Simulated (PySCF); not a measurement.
Mg(I)(SH) (HIMgS), SMILES [SH][Mg][I].

Geometry: B3LYP-D3(BJ)/def2-TZVP. The def2 effective core potentials stand for the cores of I; spin–orbit coupling is left out. One conformer was computed; it need not be the lowest.

Calculation: TDDFT-B3LYP/def2-SVPD (PySCF 2.14.0).

Vertical excitations. Gas-phase values at a fixed geometry. State labels are in the subgroup Cs.

**Question.** Give excitation energies, oscillator strengths and character. (An estimate is asked for; the answer gives what the named calculation found.)

**Answer.** 
| state | symmetry | energy (eV) | λ (nm) | f | main pairs |
|---|---|---|---|---|---|
| S1 | A" | 4.20 | 295 | 0.015 | HOMO→LUMO 99 % |
| S2 | A' | 4.60 | 269 | 0.031 | HOMO−1→LUMO 99 % |
| S3 | A" | 4.63 | 268 | 0.048 | HOMO−2→LUMO 99 % |
| S4 | A" | 5.16 | 240 | 0.000 | HOMO→LUMO+1 99 % |
| S5 | A' | 5.39 | 230 | 0.080 | HOMO−3→LUMO 59 %, HOMO→LUMO+2 36 % |
| S6 | A" | 5.55 | 223 | 0.000 | HOMO−2→LUMO+1 99 % |
| S7 | A' | 5.63 | 220 | 0.000 | HOMO−1→LUMO+1 73 %, HOMO−2→LUMO+2 12 %, HOMO→LUMO+2 11 % |
| S8 | A" | 5.84 | 212 | 0.000 | HOMO−1→LUMO+2 99 % |
| S9 | A' | 5.95 | 208 | 0.082 | HOMO−2→LUMO+2 56 %, HOMO−4→LUMO 15 %, HOMO→LUMO+2 15 %, HOMO−3→LUMO 9 % |
| S10 | A" | 6.08 | 204 | 0.021 | HOMO→LUMO+3 85 % |
| T1 | A" | 3.96 | 313 | 0 | HOMO→LUMO 97 % |
| T2 | A' | 4.37 | 284 | 0 | HOMO−1→LUMO 98 % |
| T3 | A" | 4.38 | 283 | 0 | HOMO−2→LUMO 97 % |
| T4 | A' | 4.81 | 258 | 0 | HOMO−3→LUMO 94 % |
Triplets are in the Tamm–Dancoff approximation, which puts them higher than full response would, so one can lie above its singlet here.
